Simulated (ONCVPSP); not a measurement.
# PBE ONCV dataset for lanthanum, scalar-relativistic all-electron reference.

Input for ONCVPSP 4.0.1:

```
# ATOM AND REFERENCE CONFIGURATION
# atsym  z   nc   nv     iexc    psfile
  La 57.00   11    3        4      upf
#
#   n    l    f
    1    0    2.00
    2    0    2.00
    2    1    6.00
    3    0    2.00
    3    1    6.00
    3    2   10.00
    4    0    2.00
    4    1    6.00
    4    2   10.00
    5    0    2.00
    5    1    6.00
    5    2    1.00
    6    0    1.75
    6    1    0.25
#
# PSEUDOPOTENTIAL AND OPTIMIZATION
# lmax
    3
#
#   l,   rc,      ep,       ncon, nbas, qcut
    0    2.95    0.00    4    9    1.80
    1    4.00    0.00    4    7    2.10
    2    2.55    0.00    4    8    3.40
    3    3.20    0.23    4    8    3.90
#
# LOCAL POTENTIAL
# lloc, lpopt,  rc(5),   dvloc0
    4    5    2.30    4.00
#
# VANDERBILT-KLEINMAN-BYLANDER PROJECTORs
# l, nproj, debl
    0    2    1.60
    1    2    2.30
    2    1    2.80
    3    3    0.90
#
# MODEL CORE CHARGE
# icmod, fcfact, rcfact
    0    0.00    0.00
#
# LOG DERIVATIVE ANALYSIS
# epsh1, epsh2, depsh
   -2.00    5.00    0.02
#
# OUTPUT GRID
# rlmax, drl
    6.00    0.01
#
# TEST CONFIGURATIONS
# ncnf
    4
# nvcnf
#   n    l    f
    3
    5    2    1.00
    6    0    2.00
    6    1    0.00
#
    3
    5    2    1.00
    6    0    1.00
    6    1    0.00
#
    3
    5    2    1.00
    6    0    0.00
    6    1    0.00
#
    3
    5    2    0.00
    6    0    2.00
    6    1    0.00
#
```

Command:

```bash
oncvpsp.x < La.dat > La.out
```

The program printed (shortened: citation, most of the input echo, consistency checks and plot data are left out):

```
ONCVPSP  (Optimized Norm-Conservinng Vanderbilt PSeudopotential)
scalar-relativistic version 4.0.1

#   n    l    f        energy (Ha)
    1    0    2.00    -1.4241418E+03
    2    0    2.00    -2.2671733E+02
    2    1    6.00    -2.0319057E+02
    3    0    2.00    -4.8500601E+01
    3    1    6.00    -4.0989020E+01
    3    2   10.00    -3.0200448E+01
    4    0    2.00    -9.8027768E+00
    4    1    6.00    -7.3603863E+00
    4    2   10.00    -3.8269298E+00
    5    0    2.00    -1.4409365E+00
    5    1    6.00    -8.3354803E-01
    5    2    1.00    -1.2190449E-01
    6    0    1.75    -1.4112133E-01
    6    1    0.25    -5.4677296E-02

Reference configufation results
  iterations    25
  all-electron total energy (Ha)   -8.49326380D+03

Begin loop to  construct optimized pseudo wave functions
and semi-local pseudopoentials for all angular momenta

   Wellstate for l =  0  n =  8
     eigenvalue =   1.4589
     asymptotic potential =   1.9589
     half-point radius =  5.6398

Calculating optimized projector #   1

 for l=   0

    Fraction of norm inside rc  0.146146
    Optimizing pswf for qcut=   1.80 a_B^-1,  ecut=   1.61 Ha

optimize: ERROR ps0norm > uunorm, code will stop
```

The run stopped because the continuity conditions at rc already need more norm inside rc than the all-electron wave has, so norm conservation cannot be met.

The run took about 0.47 s on one core of a shared server CPU.
